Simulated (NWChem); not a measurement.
C2H4BNO2; SMILES C(OB(C)O)#N

```xyz
10

C      0.6741     2.1949     0.0009
B     -0.0554     0.8217     0.0007
O     -1.3876     0.6764     0.0004
O      0.7768    -0.3396     0.0004
C      0.2454    -1.5042    -0.0002
N     -0.2523    -2.5541    -0.0008
H     -0.0316     3.0355     0.0062
H      1.3346     2.2770     0.8793
H      1.3254     2.2812    -0.8839
H     -1.7117    -0.2357    -0.0001
```
Atoms are numbered in this order, from 1.

Structure relaxed at the PBE0/def2-SVP level.

 Unshifted, non-relativistic core excitations; the lowest 4 roots alone, so stronger bands may lie above.

Task: List the first B K-edge excitations from B3LYP/6-311G** (spherical d), restricted-window TDA (NWChem).

Result: 
| state | energy (eV) | dipole oscillator strength | leading excitation (squared amplitude) |
|---|---|---|---|
| S1 | 183.3 | 0.0692 | 1s of atom 2 or its equivalents → LUMO (0.98) |
| S2 | 185.0 | 0.0003 | 1s of atom 2 or its equivalents → LUMO+1 (0.99) |
| S3 | 185.8 | 0.0121 | 1s of atom 2 or its equivalents → LUMO+2 (0.98) |
| S4 | 186.4 | 0.0004 | 1s of atom 2 or its equivalents → LUMO+3 (0.99) |
